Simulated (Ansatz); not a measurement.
Z-matrix (Å, degrees):
```
Si
O 1 1.645
F 1 1.590 2 109.9
S 1 2.102 2 108.0 3 117.2
H 1 1.476 2 109.8 3 -116.9
H 2 0.960 1 117.2 3 75.1
Si 4 2.162 1 95.6 2 44.2
O 7 1.640 4 112.7 1 -70.4
H 7 1.487 4 105.6 1 172.9
H 8 0.965 7 112.9 4 49.3
```

Charge 0, multiplicity 2.

Q: List the PBE/def2-TZVPP orbital energies in eV (the Gaussian-basis code of Ansatz). (Best estimate.)

A: The calculation gave: α occupied: -2395.88, -1781.59, -1780.79, -660.14, -511.30, -510.67, -208.87, -154.97, -154.94, -154.83, -139.11, -138.38, -95.89, -95.86, -95.81, -95.18, -95.13, -95.08, -29.90, -26.05, -25.38, -18.40, -14.61, -13.85, -12.93, -11.40, -11.29, -10.93, -10.26, -9.87, -9.22, -8.82, -8.73, -8.27, -8.18, -6.90, -4.85. α empty: -0.94, -0.60, -0.37, -0.25, 0.13, 1.42, 1.66, 1.96. β occupied: -2395.86, -1781.59, -1780.73, -660.14, -511.30, -510.59, -208.85, -154.95, -154.91, -154.81, -139.11, -138.30, -95.89, -95.86, -95.81, -95.08, -95.02, -94.98, -29.90, -26.05, -25.24, -18.30, -14.59, -13.71, -12.92, -11.31, -11.22, -10.87, -10.18, -9.75, -9.14, -8.72, -8.53, -8.16, -8.05, -6.82. β empty: -3.31, -0.82, -0.53, -0.12, -0.05, 0.49, 1.46, 1.73. ⟨S²⟩ = 0.752.
